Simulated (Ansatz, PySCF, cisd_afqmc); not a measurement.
Species: BNH2, charge 0, singlet. BNH2 (iminoborane, SMILES B=N).
B3LYP-D3(BJ)/def2-TZVP minimum from Ansatz (a program for electronic structure):
```xyz
4

B      0.0000     0.0000    -0.6920
N      0.0000     0.0000     0.5409
H      0.0000     0.0000    -1.8589
H      0.0000     0.0000     1.5327
```
Charge 0, spin multiplicity 1.

Atomisation energy term by term, kcal/mol (programs: Ansatz, cisd_afqmc). UHF or UKS for unpaired electrons; spin-orbit terms are left out. Cores are frozen in correlated methods. Rows without X2C or -DK are non-relativistic. The Monte Carlo rows (phaseless AFQMC, CISD trial, step 0.005/hartree) carry one-sigma bars that omit the constraint's bias. Outlying blocks are dropped, and bars are widened where a walk drifts. Over all cases where full CI ran beside it in this data, AFQMC minus full CI had a median of +0.1 mEh and passed +0.4 mEh in a tenth of the cases. CBS(X,Y): correlation extrapolated as X^-3, Hartree-Fock from the larger set (Q,5: extrapolated as (X+1)exp(-9√X)). A bracket is a step between two methods taken in the basis named. 'core' is core correlation in cc-pwCVTZ, 'X2C' scalar relativity in cc-pVTZ-DK, both at CCSD(T). Where a partner has so few electrons that a lower coupled-cluster level is exact, that level stands in.

| term | basis | kcal/mol |
|---|---|---|
| Hartree-Fock | CBS(cc-pVQZ,cc-pV5Z) | 248.73 |
| CCSD correlation | CBS(cc-pVQZ,cc-pV5Z) | 95.96 |
| (T) | CBS(cc-pVQZ,cc-pV5Z) | 7.45 |
| CCSDT(Q) - CCSD(T) | cc-pVQZ | 0.19 |
| CCSDTQ - CCSDT(Q) | cc-pVDZ | -0.09 |
| core correlation | cc-pwCVTZ | 2.19 |
| scalar relativity | X2C, cc-pVTZ-DK | -0.30 |
| minus zero-point energy | Hessian by PySCF at B3LYP-D3(BJ)/def2-TZVP | -15.78 |
| sum: D0 |  | 338.3 |

The step beyond CCSD(T) by other levels: CCSDTQ in cc-pVDZ 0.46; AFQMC/CISD in cc-pVDZ 0.68 ± 0.25; CCSDT(Q) in cc-pVDZ 0.55; CCSDT(Q) in cc-pVTZ 0.24 kcal/mol.
